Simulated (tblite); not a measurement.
Question: Give a GFN2-xTB geometry of `[CH2][C@@H](Cl)[C@@H]1COCO1` [radical]. (Doublet state.)

Answer: 
```xyz
16
C5H8ClO2 angstrom
C     -2.263    0.800    0.326
C     -1.269   -0.207    0.519
Cl    -2.048   -1.874    0.013
C     -0.027   -0.072   -0.365
C      1.048   -1.124   -0.042
O      1.818   -0.483    0.950
C      1.849    0.854    0.569
O      0.619    1.153   -0.057
H     -2.394    1.249   -0.640
H     -2.976    1.021    1.097
H     -1.005   -0.382    1.562
H     -0.319   -0.070   -1.420
H      0.651   -2.049    0.370
H      1.656   -1.335   -0.932
H      2.668    1.047   -0.150
H      1.982    1.480    1.457
```

Any rigid rotation of these coordinates is as good. Atoms count from 1 in this order. The C–C distances run from 1.428 Å (C1–C2, drawn single) to 1.538 Å (C4–C5, drawn single), a spread of 0.110 Å. C1 (carbon bonded to C and 2 H) is planar (angles 120.7°, 120.1° and 118.6°, sum 359.4°, 0.05 Å off the plane of its three neighbours). The 5-membered ring C4–C5–O6–C7–O8 has internal angles of 102.6° to 108.0° (sum 526°, against 540° for a flat polygon); it is puckered, 0.15 Å rms from its mean plane, widest ring torsion 37°. Of the pairs four or more bonds apart, Cl3···H13 is among the closest relative to their van der Waals radii: 2.73 Å, 92 % of the sum of Bondi's values.

Bonds between heavy atoms (Å): C1–C2 1.428, C2–Cl3 1.908, C2–C4 1.531, C4–C5 1.538, C5–O6 1.410, O6–C7 1.390, C7–O8 1.412, C4–O8 1.419.

Structure optimised with GFN2-xTB, isolated species. This method treats the open shell by occupation alone, without spin polarisation.

Point group: C1 (no symmetry element, even within 0.4 Å). Its GFN2-xTB frequencies are all real (lowest 49 cm⁻¹). Torsions: H–C1–C2–Cl3 -85° and 86°, C1–C2–C4–C5 176°, C2–C4–C5–O6 -90°, C4–C5–O6–C7 -37°, C5–O6–C7–O8 33°, O6–C7–O8–C4 -15°.

On an Arm Neoverse N1 with one thread, on a shared host, this took 1.3 s. That covers the optimisation of the geometry.

One conformer stands for the species.

The numbers are calculated, not measured.
